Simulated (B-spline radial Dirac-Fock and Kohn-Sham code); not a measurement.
# What relativity does to the binding energies of Si³⁺

System: Si³⁺, configuration [Ne] 3s1.

Both columns are ΔSCF binding energies of the configuration average from a radial atomic solver: non-relativistic Hartree-Fock with a point nucleus, and Dirac-Fock with a finite nucleus and the Coulomb interaction alone, averaged over the two j levels with weights 2j+1.

```
shell  Hartree-Fock (eV)  Dirac-Fock (eV)  shift (eV)  shift (%)
   2p              148.1            148.1       -0.02      -0.01
   3s              44.64            44.73       +0.09      +0.21
```

Relativity binds 3s more strongly, among those listed most of all 3s in relative terms, and 2p more weakly.

Values without a named source are computed, but for edge energies of neutral atoms, which are taken from tables.
